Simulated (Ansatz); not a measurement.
Mulliken charges of `BC(O)(F)Cl` from PBE/def2-TZVPP in Ansatz (PBE0-D4/def2-TZVP geometry).

| atom | x (Å) | y (Å) | z (Å) | charge (e) |
| --- | --- | --- | --- | --- |
| B1 | -0.497 | 0.836 | 0.197 | -0.202 |
| C2 | 0.656 | -0.126 | -0.169 | 0.287 |
| O3 | -0.573 | -0.892 | -0.337 | -0.144 |
| F4 | 1.404 | -0.712 | 0.784 | -0.134 |
| Cl5 | 1.548 | -0.092 | -1.665 | -0.070 |
| H6 | -0.797 | 0.892 | 1.349 | 0.021 |
| H7 | -0.992 | 1.504 | -0.650 | 0.024 |
| H8 | -0.658 | -1.468 | 0.436 | 0.217 |

By hand: the dipole of these point charges (1 e Å = 4.8032 D).

Σ q r = (-0.109, -0.238, 0.079) e Å, of length 0.273 e Å = 1.31 D.

How does the dipole of the full density compare? (Estimate.)

The calculation gave: (-0.154, -0.265, 0.195) e Å, 1.74 D; the point charges give 0.75 times that, at 16° from its direction.

Point charges leave out the atoms' own dipoles, such as those of lone pairs, and Mulliken's split depends on the basis, so the two needn't agree.
